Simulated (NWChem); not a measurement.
System: water (H₂O); SMILES O

```xyz
3

O      0.0000     0.0000     0.1326
H      0.7626     0.0000    -0.4646
H     -0.7626     0.0000    -0.4646
```
Atoms are numbered in this order, from 1.

Structure relaxed at the B3LYP/6-31G* (spherical d) level. No frequency run checked for a minimum.

Problem. Give the principal values of the shielding tensors (ppm) of O1 from PBE0/x2c-TZVPall-s, scalar ZORA without spin-orbit coupling, GIAO (NWChem), with their diamagnetic and paramagnetic parts as GIAO splits them.

Solution. 
| atom | σ11 | σ22 | σ33 | isotropic | diamagnetic | paramagnetic |
|---|---|---|---|---|---|---|
| O1 | 299.3 | 315.8 | 353.5 | 322.8 | 387.2 | -64.3 |
